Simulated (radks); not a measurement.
Values are calculated unless marked as measured or tabulated.
Ni10+, 18 electrons, occupied as [Ne] 3s1 3p6 3d(3/2: 1, 5/2: 0) (not the ground configuration).

Level of theory: Dirac Kohn-Sham, PBE, spin-unpolarised, spherical densities, finite nucleus; Fermi nuclear charge, rms radius 3.7757 fm (a radial shooting solver on a logarithmic mesh with Libxc functionals).

Energy parts (eV):
total: -40256.635
kinetic: 40934.940
electron-nucleus: -91823.362
Hartree: 12123.226
exchange-correlation: -1491.439

Orbitals (lengths in bohr, moments of r in powers of bohr; r(90%) holds 90 % of the orbital's charge):
orbital  occ.  eigenvalue (eV)     <r^2>  r(90%)
1s1/2       2        -8479.649  0.003936  0.0966
2s1/2       2        -1253.188   0.07024   0.378
2p1/2       2        -1128.105   0.05541   0.348
2p3/2       4        -1110.578   0.05695   0.352
3s1/2       1        -345.7826    0.5122   0.983
3p1/2       2        -306.1824    0.5193    1.00
3p3/2       4        -303.1957    0.5286    1.01
3d3/2       1        -239.9600    0.4953    1.01
3d5/2       0        -239.4686    0.4977    1.02

The highest occupied level is 3d3/2 at -239.96 eV. The density falls to 0.001 e/bohr^3 at r = 1.79 bohr. Summed over all electrons, <r^2> = 4.647 bohr^2, which gives a Langevin (diamagnetic) susceptibility term of -3.68 x 10^-6 cm^3/mol. The electron density at the nucleus is 1.951e+04 e/bohr^3.
